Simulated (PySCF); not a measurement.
**Nuclear quadrupole coupling in Al(H2O)F3**

Al(H2O)F3.
Cartesian coordinates in Å at the PBE0-D3(BJ)/def2-SVP level; atoms count from 1:
```xyz
7
AlF3H2O angstrom
Al    -0.124    0.087   -0.822
O     -0.005    0.184    1.121
H     -0.415   -0.604    1.507
H      0.917    0.213    1.418
F      1.521    0.085   -1.091
F     -0.983    1.418   -1.309
F     -0.912   -1.383   -0.823
```

Field gradients from the PBE0/pcSseg-1 (pcSseg-2 on Al) density (PySCF, non-relativistic), principal values in atomic units, ordered |Vxx| ≤ |Vyy| ≤ |Vzz|:

```csv
atom,Vxx,Vyy,Vzz
Al1,-0.3078,-0.3593,0.6670
O2,0.2468,1.4268,-1.6736
```

Question: Find the asymmetry η = (Vxx − Vyy)/Vzz and the couplings χ = eQV/h (234.96 MHz × Q in barn × V in au), with Q(27Al) = 0.1466 b, Q(17O) = −0.0256 b.

Answer: 
| atom | environment | nucleus | η | χzz (MHz) | χxx (MHz) | χyy (MHz) |
| --- | --- | --- | --- | --- | --- | --- |
| Al1 | aluminium bonded to 3 F and O | 27Al | 0.08 | 22.98 | -10.60 | -12.38 |
| O2 | oxygen bonded to Al and 2 H | 17O | 0.71 | 10.07 | -1.48 | -8.58 |

Question: What is Vzz at Al1 in SI units (1 au = 9.71736 × 10²¹ V/m²)?

Answer: 0.6670 au = 6.482 × 10²¹ V/m².

Question: And the gradient at the other heavy atoms, for which no coupling is worked out here?

Answer: 
| atom | environment | Vzz (au) | η |
| --- | --- | --- | --- |
| F5 | fluorine bonded to Al | 0.714 | 0.17 |
| F6 | fluorine bonded to Al | 0.734 | 0.15 |
| F7 | fluorine bonded to Al | 0.713 | 0.17 |

Question: What couplings would deuterons (Q(2H) = 0.00286 b) have in place of the hydrogens, at this geometry?

Answer: 
```tsv
atom	bonded to	bond length (Å)	Vzz (au)	η	χzz (kHz)
H3	O2	0.969	0.4315	0.14	290
H4	O2	0.969	0.4343	0.14	292
```

Isolated species at its PBE0-D3(BJ)/def2-SVP geometry, gas phase. A larger basis could move these couplings by a tenth or more.
